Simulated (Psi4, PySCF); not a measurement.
Here is a job for Psi4.
```
memory 2 GB

molecule {
0 3
Al    0.42331902    0.42832334   -0.04189341
Cl   -1.24093008   -1.00488612    0.01916959
Cl   -0.32707159    2.13242496   -0.98591657
Cl    1.24428712   -1.45508022    0.99878312
}

set {
  basis 6-31g*
  reference uhf
  scf_type pk
  puream true
  d_convergence 1e-8
}

energy('scf')
print_variables()
```

Question: Write the same job for PySCF.

Answer: Several could match; the one computed here: 
```python
from pyscf import gto, scf

mol = gto.Mole()
mol.atom = '''
    Al    0.423319    0.428323   -0.041893
    Cl   -1.240930   -1.004886    0.019170
    Cl   -0.327072    2.132425   -0.985917
    Cl    1.244287   -1.455080    0.998783
'''
mol.basis = '6-31g*'
mol.charge = 0
mol.spin = 2
mol.verbose = 4
mol.build()

mf = scf.UHF(mol)
mf.kernel()
```

Both were run: Psi4 gave -1620.388609 Eh and PySCF -1620.388609 Eh, 0.000 mEh apart.
